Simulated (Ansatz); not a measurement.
Mulliken charges of CrFHO₃ (`[O]=[Cr](=[O])([OH])[F]`) from r2SCAN/def2-TZVPP in Ansatz (PBE0-D4/def2-TZVP geometry).

| atom | x (Å) | y (Å) | z (Å) | charge (e) |
| --- | --- | --- | --- | --- |
| O1 | -0.181 | -1.580 | -0.331 | -0.394 |
| Cr2 | 0.373 | -0.190 | 0.039 | 1.320 |
| O3 | 1.188 | -0.284 | 1.341 | -0.396 |
| O4 | -0.937 | 0.913 | 0.293 | -0.415 |
| F5 | 1.363 | 0.381 | -1.233 | -0.354 |
| H6 | -1.763 | 0.696 | -0.156 | 0.238 |

Task: By hand: the dipole of these point charges (1 e Å = 4.8032 D).

Result: Σ q r = (-0.420, 0.136, -0.071) e Å, of length 0.447 e Å = 2.15 D.

Task: How does the dipole of the full density compare? (Best estimate.)

Result: The calculation gave: (-0.471, 0.102, -0.120) e Å, 2.39 D; the point charges give 0.90 times that, at 7° from its direction.

Point charges leave out the atoms' own dipoles, such as those of lone pairs, and Mulliken's split depends on the basis, so the close match here is no proof of good charges.
